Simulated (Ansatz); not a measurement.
CH7FSi2, SMILES `F[SiH2]C[SiH3]`, relaxed with RKS PBE-D4/def2-SVP in Ansatz from a rough embedded geometry. The force threshold is 0.03 eV/Å; the program also tests the step.

The species carries charge 0 and has multiplicity 1.

Start:

```xyz
11

F     2.707   -0.535    0.527
Si    1.285    0.130    0.733
C     0.253   -0.490   -0.643
Si   -1.447    0.158   -0.338
H     0.788   -0.301    2.054
H     1.412    1.607    0.708
H     0.626   -0.251   -1.596
H     0.184   -1.645   -0.586
H    -2.385   -0.223   -1.392
H    -1.402    1.716   -0.416
H    -2.021   -0.167    0.949
```

Problem. By how much does the energy fall, and how many steps does the optimiser take? (An estimate is asked.)

Solution. The calculation gave: 40.28 kJ/mol, in 4 steps.

Problem. Which bonds change most? (Estimate.)

Solution. Ansatz gave: F1–Si2 from 1.583 to 1.644 Å; C3–H7 from 1.051 to 1.112 Å; Si4–H11 from 1.446 to 1.505 Å; Si4–H10 from 1.561 to 1.505 Å.

Problem. Give the relaxed structure. (An estimate is asked.)

Solution. The calculation gave: 
```xyz
11

F     2.873   -0.578    0.517
Si    1.396    0.100    0.767
C     0.201   -0.470   -0.558
Si   -1.562    0.218   -0.402
H     0.922   -0.331    2.126
H     1.566    1.592    0.716
H     0.601   -0.180   -1.554
H     0.143   -1.580   -0.539
H    -2.430   -0.307   -1.513
H    -1.544    1.722   -0.474
H    -2.166   -0.187    0.915
```
